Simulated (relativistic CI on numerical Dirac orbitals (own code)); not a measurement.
# What each ingredient does to the levels of Tl5+

Base calculation: Dirac-Coulomb-Breit CI, separate exchange-only KLI orbitals for each configuration, model QED (radiative potential, 1s self-energy scaled to tabulated hydrogen-like ionisation energies), valence Slater integrals scaled by 0.85, P86 correlation energy added to each configuration.

CI space (outside the closed core [Kr] 4d10 4f14 5s2): 5p6.5d8, 5p6.5d7.6s, 5p6.5d7.5f, 5p6.5d7.6p, 5p6.5d7.5g, 5p6.5d6.6s2, 5p5.5d9, 5p6.5d7.6d, 5p6.5d7.7s, 5p6.5d6.6s.6p, 5p6.5d7.7p, 5p6.5d7.7d, 5p6.5d7.6f, 5p4.5d10, 5p6.5d6.6p2, 5p6.5d7.7f. Levels of other configurations are missing.

The lowest level and the first level of each name with at least 55 % of one term (blank where a level has no safe partner in the second run):

| Level | Base (cm⁻¹) | Shift (cm⁻¹) |
| --- | --- | --- |
| 5p6.5d8 3F_4 | 0.0 | 0.0 |
| 5p6.5d8 3F_3 | 17129.5 | 0.0 |
| 5p6.5d8 3P_0 | 22052.0 | -0.9 |
| 5p6.5d8 3P_1 | 29205.7 | -2.5 |
| 5p6.5d8 1G_4 | 33380.8 | -1.4 |
| 5p6.5d8 1S_0 | 66612.3 | -0.8 |
| 5p6.5d7.6s 5F_5 | 128808.5 | -760.5 |
| 5p6.5d7.6s 3H_6 | 165957.0 | -759.6 |
| 5p6.5d7.6s 3P_0 | 168775.2 | -754.2 |
| 5p6.5d7.6s 3G_3 | 169974.3 | -759.2 |
| 5p6.5d7.6s 3F_4 | 191454.7 | -757.5 |
| 5p6.5d7.6s 1F_3 | 194822.9 | -757.4 |
| 5p6.5d7.6s 1D_2 | 218522.7 | -756.1 |

At this charge configurations can still be misplaced by up to about 7 % of their energy. Levels and lines within the n = 5 or 6 shells can be off by up to 10 % or somewhat more, and those that change n by about 2 %, since core polarisation is missing.

Q: One thing was changed in a second run, which moved the levels as shown. Which?
A. configuration mixing switched off
B. only the first 3 configurations
C. valence Slater integrals scaled by 0.75
D. Breit term removed
E. QED terms removed
F. self-excluded LDA correlation estimate

A: F. Self-excluded LDA correlation estimate. A correlation estimate moves all levels of a configuration together before mixing; mixed levels move by a weighted share.

LS names give the leading component of a level, which can be under half, so a name can repeat, a term be missing and a line seem to break the LS rules.
